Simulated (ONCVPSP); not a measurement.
# PW91 ONCV dataset for copper, scalar-relativistic all-electron reference.

```
Element                 : Cu (Z = 29)
Generator               : ONCVPSP 4.0.1
Type                    : optimised norm-conserving Vanderbilt (ONCV)
Functional              : PW91
Relativity              : scalar-relativistic
Frozen core             : [Ne]
Valence charge          : 19
Reference configuration : 3s2 3p6 3d10 4s0.75 4p0.25
Partial waves           : 3s+4s: rc 1.25 bohr, ncon 4, nbas 7, qcut 7.7 1/bohr, 2 projectors; 3p+4p: rc 1.35 bohr, ncon 4, nbas 8, qcut 8.6 1/bohr, 2 projectors; 3d: rc 1.15 bohr, ncon 4, nbas 8, qcut 12.2 1/bohr, 2 projectors, debl 2.5 Ha
Local potential         : polynomial inside 0.80 bohr (lpopt 5, dvloc0 6 Ha)
Core correction         : Teter function, fcfact 4, rcfact 1.45
```

* Cutoffs needed: 66 Ha and 76 Ha (the cutoffs (Ha) at which the residual kinetic energy of the hardest occupied pseudo-wave falls to 1 and 0.1 mHa per electron)
* Ghost test: no bound ghost flagged; no localised positive-energy state flagged
* Configuration tests: 1 of 4 tests not solved or not reliable
* rms error of d²Exc/dni dnj: 3.06 mHa without and 1.50 mHa with the model core
